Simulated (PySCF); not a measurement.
TaO2, SMILES [O]=[Ta]=[O] (connectivity only; charge and spin as stated), neutral, multiplicity 2. Atoms are numbered in the order given.

```xyz
3

Ta     0.0000     0.0000     0.1912
O      0.0000     1.3750    -0.8722
O      0.0000    -1.3750    -0.8722
```
Charge 0, spin multiplicity 2.

Geometry optimised at PBE-D3(BJ)/def2-TZVP. The multiplicity is an assumed one; other spin states were not compared. The def2 effective core potentials stand for the cores of Ta; spin–orbit coupling is left out.

Computed with PBE-D3(BJ)/def2-TZVP run with PySCF.

Frequencies are harmonic and unscaled.

Problem. Estimate the vibrational spectrum. (An estimate is asked for; the answer gives what the named calculation found.)

Solution. 
```csv
mode,ν (cm⁻¹),IR (km/mol),moving atoms (share of kinetic energy)
1,337,3.8,"O 92 %, Ta 8 %"
2,912,148.8,"O 90 %, Ta 10 %"
3,972,45.5,O 93 %
```
